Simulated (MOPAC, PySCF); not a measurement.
[Ti(Cl)(H)3], neutral singlet in the gas phase. 

Z-matrix (Å, degrees):
```
Ti
H 1 1.6877
H 1 1.6877 2 110.55
H 1 1.6877 2 110.55 3 122.74
Cl 1 2.1566 2 108.37 4 118.63
```
Charge 0, multiplicity 1.

All levels are single points at this geometry (r2SCAN-D4/def2-SVP); Pople sets use spherical d functions. Orbital energies aren't observables, and empty levels follow the basis.

TPSSh-D3(BJ)/def2-TZVP in PySCF gives HOMO (eV) = -8.41.

Question: Estimate the HOMO (eV) from each of these levels: B3LYP-D3(BJ)/def2-TZVP in PySCF; HF/3-21G in PySCF; HF/6-31G* (LANL2DZ on Ti) in PySCF; HF/STO-3G in PySCF; PM7 in MOPAC.

Answer: 
```
level                               HOMO (eV)
----------------------------------  ---------
B3LYP-D3(BJ)/def2-TZVP in PySCF         -8.84
HF/3-21G in PySCF                      -13.04
HF/6-31G* (LANL2DZ on Ti) in PySCF     -13.01
HF/STO-3G in PySCF                     -11.13
PM7 in MOPAC                           -10.94
```
